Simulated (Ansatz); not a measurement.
Total energies of TcO₃H from Ansatz at r2SCAN-D4/def2-TZVP, gas phase (1 Eh = 27.2114 eV = 2625.5 kJ/mol). The reference geometry is relaxed at PBE-D4/def2-TZVP.

```json
{"state": "charge 0 singlet", "geometry": "reference", "energy (Eh)": "-307.20060"}
{"state": "charge 1 doublet", "geometry": "reference", "energy (Eh)": "-306.75376"}
{"state": "free Tc atom (sextet)", "geometry": "–", "energy (Eh)": "-80.74707"}
{"state": "free O atom (triplet)", "geometry": "–", "energy (Eh)": "-75.05861"}
{"state": "free H atom (doublet)", "geometry": "–", "energy (Eh)": "-0.49993"}
```

In the def2 sets Tc takes a core potential; there is no spin–orbit coupling.

Question: Work out the vertical ionisation energy to the doublet.

Answer: E(charge 1 doublet) − E(charge 0 singlet) = -306.75376 − (-307.20060) = 0.44684 Eh = 12.16 eV. For comparison, −ε of the highest occupied level is 8.88 eV at this level, 3.28 eV less.

Question: What is the binding energy per atom against free atoms?

Answer: Atoms: 1 × (-80.74707) + 3 × (-75.05861) + 1 × (-0.49993) = -306.42283 Eh. Binding: -306.42283 − (-307.20060) = 0.77777 Eh = 21.16 eV, or 4.23 eV for each of 5 atoms (no zero-point energy, no counterpoise term).

The restricted singlet is unstable towards broken spin symmetry in Hartree–Fock (as tested in another run); at r2SCAN-D4/def2-TZVP this wasn't settled.
